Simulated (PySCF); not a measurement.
## MnCl3: what the settings change

MnCl3: Mn(III) (d4), charge 0. The structure is a PBE0-D3(BJ)/def2-TZVP geometry optimised for multiplicity 5; coordination trigonal planar, point group C2v, metal–donor distances 2.13 Å.

```
4

Mn    0.000    0.000    0.000
Cl    2.126    0.000    0.000
Cl   -0.682    2.025    0.000
Cl   -0.682   -2.025    0.000
```

Method (PySCF 2.14, density fitting): CASSCF(4,5) with orbitals averaged over all microstates of the shell, strongly contracted NEVPT2 on the averaged canonical orbitals; basis x2c-TZVPall on the metal, x2c-SVPall elsewhere; spin-free X2C; gas phase; spin-orbit coupling by state interaction with the mean-field operator over all roots.

Base run: NEVPT2 ground state 5A1, next 5B2 at 7354, then 5A2 at 16210 cm⁻¹, B(CASSCF) 1004, ζ 302 cm⁻¹, D -3.76 cm⁻¹, g 1.950 1.993 1.996, μeff(300 K) 4.86 μB.

What happens with the basis x2c-TZVPall on all atoms?

NEVPT2 ground state 5A1, next 5B2 at 7262, then 5A2 at 16014 cm⁻¹, B(CASSCF) 1007, ζ 303 cm⁻¹, D -3.79 cm⁻¹, g 1.948 1.993 1.996, μeff(300 K) 4.86 μB. It took 8.8 s against 7 s on a shared host of the same kind.

What happens with orbitals averaged over the highest spin alone?

NEVPT2 ground state 5A1, next 5B2 at 7086, then 5A2 at 15533 cm⁻¹, B(CASSCF) 1061, ζ 320 cm⁻¹, D -4.32 cm⁻¹, g 1.938 1.991 1.995, μeff(300 K) 4.86 μB.

No frequencies were computed for the optimised geometry. Charge-transfer states lie outside this active space and may come lower than some of these levels. NEVPT2 lifts 5B2 from 5770 to 7354 cm⁻¹; on the d shell alone such lifts tend to overshoot. NEVPT2 on the d shell alone tends to put d–d bands too high for such charged or covalently bound ions.
